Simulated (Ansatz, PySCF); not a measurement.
Gas-phase reaction (SMILES): C[Si](C)(C)Cl [chloro(trimethyl)silane] + O (H2O) -> C[Si](C)(C)O [hydroxy(trimethyl)silane] + Cl (HCl); water cleaves one Si-Cl bond, a model of a ligand-exchange step.

Structures are relaxed separately at B3LYP-D3(BJ)/def2-TZVP in Ansatz (an electronic-structure program), one conformer each, not searched for the lowest. Correlated levels leave the core frozen unless marked. No spin-orbit coupling. Non-relativistic. Basis-set limits of correlation are two-point, X^-3; Hartree-Fock from the larger set. Thermal terms are rigid-rotor harmonic-oscillator values from B3LYP-D3(BJ) frequencies (Ansatz or PySCF) at 298.15 K and 1 atm. 1 Eh = 627.5095 kcal/mol.

| species | E, CCSD(T)/CBS(cc-pV(T+d)Z,cc-pV(Q+d)Z) (Ansatz) (Eh) | E, PBE0-D4/def2-TZVPD (Ansatz + dftd4) (Eh) | H - E (Eh) |
|---|---|---|---|
| C[Si](C)(C)Cl | -868.52181 | -869.18156 | 0.12176 |
| O (H2O) | -76.37426 | -76.38102 | 0.02495 |
| C[Si](C)(C)O | -484.51204 | -484.88814 | 0.13401 |
| Cl (HCl) | -460.37849 | -460.66608 | 0.01000 |

Task: Work out ΔE and ΔH at 298.15 K at the first level, then ΔH at the second.

Result: 
1. ΔE = [(-484.51204) + (-460.37849)] - [(-868.52181) + (-76.37426)] = 0.00554 Eh = 3.5 kcal/mol at CCSD(T)/CBS(cc-pV(T+d)Z,cc-pV(Q+d)Z).
2. The terms H - E add up to -0.00270 Eh, so ΔH = (0.00554 + (-0.00270))×627.5095 = 1.8 kcal/mol.
3. At PBE0-D4/def2-TZVPD the same steps give ΔE = 5.2 and ΔH = 3.6 kcal/mol, a shift of +1.8 from the first level.
4. These values are not checked against measurement here, since the tables used lack a sound gas-phase enthalpy of formation for at least one species.
